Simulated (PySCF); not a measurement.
CH3Cl2GaO, SMILES C[O][Ga]([Cl])[Cl].

Coordinates come from a PBE-D3(BJ)/def2-SVP optimisation. The structure was generated by enumeration; whether it is a known compound was not checked. One conformer was computed; it need not be the lowest.

Two levels are set side by side: PBE/def2-TZVP (PySCF) and PBE0/def2-TZVP (PySCF). Same geometry, gas phase. Differences are taken from unrounded values.

| quantity | PBE0 |
|---|---|
| orbital gap (eV) | 6.74 |
| highest occupied level (eV) | -8.48 |
| lowest empty level (eV) | -1.74 |
| dipole moment (D) | 1.51 |
| mean polarisability (bohr³) | 65.8 |

**Question.** What does PBE give, and how far is it from PBE0? (The exact figures need the calculation; the answer reports its results.)

**Answer.** 
```json
[
 {"quantity": "orbital gap (eV)", "PBE": "4.28", "PBE minus PBE0": "-2.46"},
 {"quantity": "highest occupied level (eV)", "PBE": "-6.97", "PBE minus PBE0": "1.51"},
 {"quantity": "lowest empty level (eV)", "PBE": "-2.69", "PBE minus PBE0": "-0.95"},
 {"quantity": "dipole moment (D)", "PBE": "1.52", "PBE minus PBE0": "0.02"},
 {"quantity": "mean polarisability (bohr³)", "PBE": "69.5", "PBE minus PBE0": "3.7"}
]
```

PBE's occupied levels lie high since its potential decays too fast outside the molecule; exact exchange lowers them and widens the gap. PBE's more diffuse valence density responds more strongly to a field. Differences between two approximate levels are no errors against the true value.

Rough cost on one machine, each run with all the roots and properties that it gave: PBE0 against PBE within a factor of 2.
